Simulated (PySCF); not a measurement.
Correlation energy of Sr (strontium, neutral)

[Kr] 5s1 6s1, high-spin 3S determinant (an excited configuration). Computed with PySCF 2.14 in dyall-av2z (22s16p11d, 125 functions), with no relativity, point nucleus. Frozen: [Kr]; 2 electrons correlated; the 50 highest virtual orbitals of each spin left out.

With two correlated electrons CCSD is exact within the correlated space (frozen core and kept virtual orbitals).

```json
{"level": "CCSD", "correlation energy (mhartree)": "-4.40"}
```

Diagnostics: T1 = 0.023, D1 = 0.0466, largest double amplitude 0.069.

A non-relativistic calculation at this Z misses sizeable relativistic shifts. The outer electron is Rydberg-like, and this basis confines it to a smaller radius and binds it less than a complete one would.

Cost of the coupled-cluster step: about 3 core-seconds, for 2 correlated electrons.

Iterations:

```
CC2 = 0
CCSD nocc = (np.int64(2), np.int64(0)), nmo = (57, 57)
frozen orbitals [[0, 1, 2, 3, 4, 5, 6, 7, 8, 9, 10, 11, 12, 13, 14, 15, 16, 17, 75, 76, 77, 78, 79, 80, 81, 82, 83, 84, 85, 86, 87, 88, 89, 90, 91, 92, 93, 94, 95, 96, 97, 98, 99, 100, 101, 102, 103, 104, 105, 106, 107, 108, 109, 110, 111, 112, 113, 114, 115, 116, 117, 118, 119, 120, 121, 122, 123, 124], [0, 1, 2, 3, 4, 5, 6, 7, 8, 9, 10, 11, 12, 13, 14, 15, 16, 17, 75, 76, 77, 78, 79, 80, 81, 82, 83, 84, 85, 86, 87, 88, 89, 90, 91, 92, 93, 94, 95, 96, 97, 98, 99, 100, 101, 102, 103, 104, 105, 106, 107, 108, 109, 110, 111, 112, 113, 114, 115, 116, 117, 118, 119, 120, 121, 122, 123, 124]]
max_cycle = 100
direct = 0
conv_tol = 1e-08
conv_tol_normt = 1e-06
diis_space = 8
diis_start_cycle = 0
Init t2, MP2 energy = -0.00194100073585295
Init E_corr(UCCSD) = -0.00194100079337657
cycle = 1  E_corr(UCCSD) = -0.00294218114125622  dE = -0.00100118035  norm(t1,t2) = 0.0408166
cycle = 2  E_corr(UCCSD) = -0.00351430943782609  dE = -0.000572128297  norm(t1,t2) = 0.0257732
cycle = 3  E_corr(UCCSD) = -0.00442515015666311  dE = -0.000910840719  norm(t1,t2) = 0.0163976
cycle = 4  E_corr(UCCSD) = -0.00439719243862189  dE = 2.7957718e-05  norm(t1,t2) = 0.00151795
cycle = 5  E_corr(UCCSD) = -0.00441063929324908  dE = -1.34468546e-05  norm(t1,t2) = 0.000470616
cycle = 6  E_corr(UCCSD) = -0.00440016776225851  dE = 1.0471531e-05  norm(t1,t2) = 0.000222651
cycle = 7  E_corr(UCCSD) = -0.0044049646906691  dE = -4.79692841e-06  norm(t1,t2) = 9.25022e-05
cycle = 8  E_corr(UCCSD) = -0.00440437723653579  dE = 5.87454133e-07  norm(t1,t2) = 1.66874e-05
cycle = 9  E_corr(UCCSD) = -0.00440428110262926  dE = 9.61339065e-08  norm(t1,t2) = 2.31366e-06
cycle = 10  E_corr(UCCSD) = -0.00440431447914769  dE = -3.33765184e-08  norm(t1,t2) = 8.56068e-07
cycle = 11  E_corr(UCCSD) = -0.00440431774638744  dE = -3.26723974e-09  norm(t1,t2) = 2.45897e-07
UCCSD converged
E(UCCSD) = -3131.441354131671  E_corr = -0.004404317746387437
```
